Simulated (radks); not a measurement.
Results of a calculation; reference values are marked as such.
Q: These are the eigenvalues of the occupied orbitals of an atom or ion with whole-number occupations (hartree). Code: a radial shooting solver on a logarithmic mesh with Libxc functionals. Model: scalar-relativistic Kohn-Sham, exchange-only PBE, spin-polarised, spherical densities, point nucleus.

orbital  eigenvalue
1s up     -2108.828
1s down   -2108.828
2s up     -354.4404
2s down   -354.4395
2p up     -313.4878
2p down   -313.4870
3s up     -79.57824
3s down   -79.54599
3p up     -67.12418
3p down   -67.09194
3d up     -51.54263
3d down   -51.51803
4s up     -15.88122
4s down   -15.81138
4p up     -11.78596
4p down   -11.71703
4d up      -6.30430
4d down    -6.23620
5s up      -2.12413
5s down    -2.08690
5p up      -1.18518
5p down    -1.15483
4f up      -0.34211
6s up      -0.33302
4f down    -0.28118

Which element is it, and in what charge state? The configuration may be excited. Open shells, if any, are filled with parallel spins first.

A: Z = 68, erbium, charge +1: Er+ in [Xe] 4f12 6s1. The list shows which subshells hold electrons but not how many an open one holds; the 1s level, -2108.8 hartree, gives Z - s = 64.9 by -(Z - s)^2/2, which with screening and relativity narrows Z to a few neighbours, and the depths of the outer levels then fix element, charge and occupations together.
